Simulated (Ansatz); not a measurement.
Reaction (ligand exchange at the Si–O bond): `O[SiH](Cl)[O][GeH3]` + `O[Si](O)(F)F` → `O[SiH](Cl)O[Si](O)(F)F` + `[OH][GeH3]`

Calculated with Ansatz (gas phase, PBE0-D4/def2-TZVP geometries, no zero-point term in ΔE). CCSD(T)/CBS adds triple-zeta CCSD(T) − MP2 to the extrapolated MP2 energy (def2 sets, frozen cores). DFT in def2-TZVPP. B3LYP here is the variant with VWN-RPA as its local correlation; programs differ in this. For Ge outer-core shells are correlated without core-valence functions, which leaves a few kJ/mol of doubt a bond. Scalar relativity is left out up to krypton. Each species was taken in one conformer, which may not be the lowest.

```csv
level,ΔE (kcal/mol)
ωB97X-V,0.2
PBE,0.5
PBE0,0.6
B3LYP,0.5
MP2/def2-TZVPP,0.6
CCSD/def2-TZVPP,0.4
MP2/def2-QZVPP,0.6
HF/CBS(def2),0.8
```

Question: What does CCSD(T)/CBS give? (An estimate is asked.)

Answer: The calculation gave: +0.4 kcal/mol. The listed levels differ from it by -0.2, 0.1, 0.2, 0.1, 0.2, 0.0, 0.2, 0.4 kcal/mol.

Largest T1 diagnostic among the species: 0.011.

The D4 term adds −0.9 kcal/mol with B3LYP and −0.6 kcal/mol with PBE0; it sums over pairs of atoms, weighted by their polarisabilities, and B3LYP, whose exchange is more repulsive, gets the larger term.
